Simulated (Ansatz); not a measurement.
A run for Ansatz (an electronic-structure program): U-PBE0/def2-TZVPP on BN-, 2S+1 = 2, a spin state set in the input, which need not be the lowest. Charge -1.

Ansatz 0.2 input:
```yaml
crystal:
  periodic: [false, false, false]
  atoms:
    - {symbol: B, position_ang: [0.00000000, 0.00000000, 0.00000000]}
    - {symbol: N, position_ang: [0.00000000, 0.00000000, 1.47200000]}
basis:
  gaussian:
    orbitals: def2-TZVPP
hamiltonian:
  xc: {name: PBE0}
total_charge: -1
magnetization: {spin_polarized: true, initial_magnetization: 1}
relax: {f_tol: 0.002, max_steps: 120}
```

**Question.** What total energy does the run end on?

**Answer.** -79.4435 hartree.

**Question.** How many basis functions does it have, and what does it roughly cost on one machine?

**Answer.** 62 functions; very roughly 6 core-seconds.
